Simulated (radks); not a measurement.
Valence configurations of Cl (all share [Ne]). All-electron calculation, scalar-relativistic Kohn-Sham, r2SCAN, spin-polarised, spherical densities, finite nucleus; open shells are filled with parallel spins first; meta-GGA in the generalised Kohn-Sham scheme; Fermi nuclear charge, rms radius 3.3654 fm. Program: a radial shooting solver on a logarithmic mesh with Libxc functionals. Energies are relative to 3s2 3p5; eigenvalues in eV for spin up.

valence,E (eV),moment (Bohr magnetons),e(3p),e(3s)
3s2 3p5,0.000,1,-9.451,-22.195
3s1 3p6,12.562,1,-10.169,-23.144
3s1.5 3p5.5,6.296,1,-9.804,-22.663

NIST lists [Ne] 3s2 3p5 as the ground configuration; this level of theory agrees among the configurations tried. The energies are those of spherical high-spin densities, not of single terms.
